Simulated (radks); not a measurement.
Valence configurations of Cu II (all share [Ar]). Method: non-relativistic Kohn-Sham, PBEsol, spin-polarised, spherical densities, point nucleus; open shells are filled with parallel spins first; computed with a radial shooting solver on a logarithmic mesh with Libxc functionals. Energies are relative to 3d10; eigenvalues in eV for spin up.

| valence | E (eV) | moment (Bohr magnetons) | e(3d) | e(4p) | e(4s) |
|---|---|---|---|---|---|
| 3d10 | 0.000 | 0 | -13.734 | - | - |
| 3d9 4s1 | 3.281 | 2 | -19.692 | - | -13.953 |
| 3d9 4p1 | 9.153 | 2 | -21.258 | -8.961 | - |
| 3d8 4s2 | 10.941 | 2 | -26.720 | - | -15.434 |
| 3d9.5 4p0.5 | 4.107 | 1 | -17.392 | -7.733 | - |
| 3d9.5 4s0.5 | 1.362 | 1 | -16.585 | - | -12.748 |
| 3d8 4p2 | 22.636 | 4 | -29.597 | -11.098 | - |
| 3d8.5 4s1 4p0.5 | 9.011 | 3 | -23.829 | -9.308 | -15.550 |
| 3d8 4s1 4p1 | 15.951 | 4 | -28.159 | -10.409 | -17.055 |
| 3d7 4p3 | 41.343 | 6 | -38.681 | -13.035 | - |

NIST lists [Ar] 3d10 as the ground configuration; this level of theory agrees among the configurations tried. The energies are those of spherical high-spin densities, not of single terms.
